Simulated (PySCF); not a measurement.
SbCl4, SMILES [Cl][Sb+]([Cl])([Cl])[Cl], charge +1.

Geometry optimised at PBE-D3(BJ)/def2-SVP. The spin state was assumed, not searched. The isomer is the one that the SMILES or the coordinates give; other isomers of the formula were not compared. The def2 effective core potentials stand for the cores of Sb; spin–orbit coupling is left out.

Computed with PBE-D3(BJ)/def2-SVP (PySCF 2.14.0).

Frequencies are harmonic and unscaled.

Modes within 1.5 cm⁻¹ of each other (mostly degenerate sets) share a row, with their intensities summed.

Q: List the normal modes with their intensities. (Estimate from the structure and the level; the computed values follow.)

A: 
```json
[
 {"mode": "1–2", "ν (cm⁻¹)": "98", "IR (km/mol)": "0.0", "moving atoms (share of kinetic energy)": "Cl 100 %"},
 {"mode": "3–5", "ν (cm⁻¹)": "124", "IR (km/mol)": "15.7", "moving atoms (share of kinetic energy)": "Cl 75 %, Sb 25 %"},
 {"mode": "6", "ν (cm⁻¹)": "357", "IR (km/mol)": "0.0", "moving atoms (share of kinetic energy)": "Cl 100 %"},
 {"mode": "7–9", "ν (cm⁻¹)": "416", "IR (km/mol)": "107.6", "moving atoms (share of kinetic energy)": "Cl 71 %, Sb 29 %"}
]
```
